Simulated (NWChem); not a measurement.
# GeSiH3I, singlet; SMILES [SiH3][Ge][I]

Program: NWChem. Low-valent species are run as closed-shell singlets; no triplet was tried in these runs. The geometry was optimised at PBE0/def2-SVP. def2 effective core potentials on I; no spin-orbit coupling.

For level TPSSh/def2-SVP:

| Item | Value |
|---|---|
| highest occupied level (eV) | -6.00 |
| orbital gap (eV) | 2.16 |
| dipole (D) | 1.15 |

Task: What are these values for level MPW1K/def2-SVP?

Result: 
| Property | Value |
|---|---|
| highest occupied level (eV) | -7.25 |
| orbital gap (eV) | 4.28 |
| dipole (D) | 1.45 |
